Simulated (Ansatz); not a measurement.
`[CH3][SnH]([OH])[F]` + `[F][Zn][CH2]Cl` → `[OH][SnH]([F])[CH2]Cl` + `[CH3][Zn][F]`  (redistribution)

Gas-phase electronic energies from Ansatz, PBE0-D4/def2-TZVP geometries. CBS: MP2 limit from def2 TZ/QZ plus the TZ coupled-cluster correction, frozen cores. Functionals use def2-TZVPP. Elements past krypton have def2 core potentials. For Sn, Zn outer-core shells are correlated without core-valence functions, which leaves a few kJ/mol of doubt a bond. Scalar relativity is left out up to krypton. Each species was taken in one conformer, which may not be the lowest.

`[CH3][SnH]([OH])[F]`:

Cartesian coordinates in Å:
```
C 0.906 0.164 -1.034
Sn -0.753 0.232 0.284
O -0.241 -0.132 2.134
F -1.836 -1.279 -0.228
H 0.574 0.355 -2.054
H 1.643 0.912 -0.742
H 1.353 -0.829 -0.981
H -1.777 1.585 0.353
H 0.131 -1.008 2.267
```

`[F][Zn][CH2]Cl`:

Cartesian coordinates in Å:
```
F 2.322 -1.676 0.815
Zn 0.909 -0.740 0.385
C -0.631 0.307 -0.105
Cl -0.118 1.599 -1.235
H -1.092 0.793 0.754
H -1.390 -0.285 -0.614
```

`[OH][SnH]([F])[CH2]Cl`:

Z-matrix (Å, degrees):
```
Sn
F 1 1.923
C 1 2.149 2 102.9
O 1 1.943 2 106.9 3 -115.3
H 1 1.695 2 106.4 3 129.6
Cl 3 1.778 1 109.7 2 -93.8
H 3 1.089 1 109.1 2 24.5
H 3 1.088 1 112.0 2 146.1
H 4 0.962 1 112.0 2 82.6
```

`[CH3][Zn][F]`:

```xyz
6

C    -0.626   -0.180    0.352
Zn    0.991    0.285   -0.557
F     2.475    0.712   -1.392
H    -0.909    0.610    1.050
H    -1.438   -0.319   -0.364
H    -0.493   -1.108    0.912
```

| level | ΔE (kcal/mol) | difference from CCSD(T)/CBS |
| --- | --- | --- |
| PBE-D4 | -0.1 | -0.7 |
| r2SCAN-D4 | 0.3 | -0.3 |
| r2SCAN0-D4 | 0.6 | 0.0 |
| ωB97X-V | 0.6 | 0.0 |
| B2PLYP | 0.7 | 0.1 |
| PBE-QIDH | 0.8 | 0.2 |
| revPBE | 0.8 | 0.2 |
| PBE0 | 0.8 | 0.2 |
| r2SCANh | 0.5 | -0.1 |
| BHLYP | 1.4 | 0.8 |
| CAM-B3LYP | 0.9 | 0.3 |
| CCSD/def2-SVP | 0.5 | -0.1 |
| HF/def2-TZVPP | 2.8 | 2.2 |
| CCSD/def2-TZVPP | 1.0 | 0.4 |
| HF/CBS(def2) | 3.0 | 2.4 |
| MP2/CBS(def2) | 0.3 | -0.3 |
| CCSD(T)/CBS | 0.6 | 0 |

Largest T1 diagnostic among the species: 0.016.

Leaving LDA and LC-ωPBE aside and taking each functional with its dispersion term where it has one, the values, not all of them listed here, spread over 0.9 kcal/mol, from PBE-D4 to BHLYP-D4. LDA lies −1.1 kcal/mol from PBE without D4. In def2-TZVPP, CCSD(T) changes the Hartree–Fock value by −2.3 kcal/mol (the triples alone add −0.4 kcal/mol) and MP2 by −2.7 kcal/mol.
